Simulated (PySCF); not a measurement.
This PySCF input asks for the NMR shieldings of SMILES CC(=O)O[SiH2][SiH]([SiH3])[SiH3], C2H12O2Si4; the geometry comes from GFN2-xTB.

```python
import basis_set_exchange as bse
import numpy as np
from pyscf import gto, dft
from pyscf.prop import nmr

atoms = """
C     3.573975   -0.910686   -0.390405
C     2.110506   -0.555845   -0.374925
O     1.256502   -1.258531    0.113617
O     1.855370    0.596853   -0.939889
Si    0.328669    1.285243   -1.137421
Si   -1.107620    0.396478    0.460696
Si   -2.942981    1.804023    0.756020
Si   -1.645260   -1.834845    0.033836
H     3.878725   -1.098437   -1.418287
H     4.154612   -0.071668   -0.013894
H     3.748308   -1.797356    0.212100
H     0.034837    0.933587   -2.532320
H     0.799684    2.670775   -1.125710
H    -0.359584    0.476593    1.742087
H    -2.751741    2.923272    1.682079
H    -4.104462    1.081975    1.280164
H    -3.381816    2.416584   -0.502558
H    -1.150185   -2.795694    1.015596
H    -3.110191   -1.985159    0.017970
H    -1.192497   -2.266486   -1.291489
"""
names = dict.fromkeys(["C", "O", "Si", "H"], "pcSseg-1")
basis = {el: gto.basis.parse(bse.get_basis(n, elements=[el], fmt="nwchem")) for el, n in names.items()}
mol = gto.M(atom=atoms, basis=basis, charge=0, verbose=0)
mf = dft.RKS(mol, xc="PBE0")
mf.grids.level = 2
mf.grids.alignment = dft.numint.BLKSIZE   # the property module wants whole blocks of grid points
mf.conv_tol = 1e-9
mf.kernel()

calc = nmr.RKS(mf)   # GIAO
C = mf.mo_coeff
Co = C[:, mf.mo_occ > 0]
resp = mf.gen_response(singlet=True, hermi=2)
def vind(x):   # induced exchange potential for any number of trial vectors
    d = np.einsum("pi,xij,qj->xpq", C, 2 * x.reshape(-1, C.shape[1], Co.shape[1]), Co, optimize=True)
    return np.einsum("xpq,pi,qj->xij", resp(d - d.transpose(0, 2, 1)), C, Co, optimize=True).ravel()
mo1, _ = nmr.rhf.solve_mo1(calc, with_cphf=vind)
sigma = calc.kernel(mo1)
for i, s in enumerate(sigma):   # ppm
    w = np.linalg.eigvalsh((s + s.T) / 2)
    print("%2d %-2s iso %8.1f  s11 %8.1f  s22 %8.1f  s33 %8.1f" % (i, mol.atom_pure_symbol(i), w.mean(), *w))
```

Question: Give the expected output.

Answer: 
```
 0 C  iso    162.0  s11    139.2  s22    153.0  s33    193.8
 1 C  iso      8.0  s11    -86.0  s22     33.3  s33     76.7
 2 O  iso   -116.2  s11   -389.5  s22   -197.2  s33    238.2
 3 O  iso    144.8  s11      8.6  s22    186.0  s33    239.7
 4 Si iso    366.8  s11    310.7  s22    361.7  s33    428.0
 5 Si iso    489.5  s11    473.2  s22    490.6  s33    504.6
 6 Si iso    468.0  s11    445.3  s22    470.5  s33    488.1
 7 Si iso    453.5  s11    440.4  s22    443.1  s33    477.1
 8 H  iso     29.4  s11     26.0  s22     28.0  s33     34.4
 9 H  iso     29.5  s11     25.6  s22     28.6  s33     34.3
10 H  iso     29.8  s11     25.3  s22     28.8  s33     35.4
11 H  iso     26.5  s11     22.8  s22     25.4  s33     31.5
12 H  iso     26.5  s11     22.3  s22     25.9  s33     31.3
13 H  iso     27.9  s11     24.1  s22     26.8  s33     32.9
14 H  iso     28.3  s11     24.6  s22     25.8  s33     34.5
15 H  iso     28.4  s11     24.3  s22     26.6  s33     34.1
16 H  iso     28.6  s11     25.0  s22     26.7  s33     34.1
17 H  iso     27.7  s11     24.1  s22     25.6  s33     33.4
18 H  iso     28.2  s11     24.0  s22     26.5  s33     34.0
19 H  iso     28.0  s11     24.4  s22     26.7  s33     32.9
```

These numbers come from an equivalent density-fitted implementation of the same equations, which agrees with the script to about 0.01 ppm for H and up to a few tenths of a ppm for heavy atoms, so last digits may differ.

Size and cost of the density-fitted run: 224 basis functions, 2.5 min wall time (120 s CPU) on 1 thread of an AMD EPYC, shared host; peak memory 1.1 GiB.
